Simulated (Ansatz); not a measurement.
The same substitution along the group F, Cl, Br.

Program: Ansatz. Geometries: PBE0-D4/def2-TZVP. ΔE: electronic, gas phase. CCSD(T)/CBS is the MP2 limit (def2-TZVPP, def2-QZVPP) plus CCSD(T) − MP2 in def2-TZVPP, frozen cores. Functionals use def2-TZVPP. def2 core potentials past Kr. For Br, Ge, Te outer-core shells are correlated without core-valence functions, which leaves a few kJ/mol of doubt a bond. Scalar relativity is left out up to krypton. One conformer a species, not always the lowest.

```
                                                        reaction  ωB97X-V (kcal/mol)  B2PLYP (kcal/mol)  CCSD(T)/CBS(def2) (kcal/mol)
  `CO[SiH](F)OC` + `[GeH3][TeH]` → `C[Te][GeH3]` + `CO[SiH](O)F`               -12.3              -13.6                         -15.6
`CO[SiH](Cl)OC` + `[GeH3][TeH]` → `C[Te][GeH3]` + `CO[SiH](O)Cl`               -13.2              -14.5                         -16.3
`CO[SiH](Br)OC` + `[GeH3][TeH]` → `C[Te][GeH3]` + `CO[SiH](O)Br`               -13.1              -14.4                         -16.1
```

Largest T1 diagnostic: 0.011, for `CO[SiH](O)F`.
